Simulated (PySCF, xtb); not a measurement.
W(O)2(SH)2 (H₂O₂S₂W), SMILES [O]=[W](=[O])([SH])[SH], multiplicity 1.

GFN2-xTB run with xtb at its own geometry gives an orbital gap of 3.00 eV and a dipole moment of 2.52 D.

Geometry optimised at B3LYP-D3(BJ)/def2-SVP. The multiplicity is an assumed one; no other spin state was optimised. The structure was generated by enumeration; whether it is a known compound was not checked. The def2 effective core potentials stand for the cores of W; spin–orbit coupling is left out. Other conformers were not sampled.

Problem. What does ωB97X/def2-TZVP (PySCF) give? (Estimate from the structure and the level; the computed values follow.)

Solution. gap 9.49 eV (levels -10.45 and -0.96 eV), dipole 2.84 D.
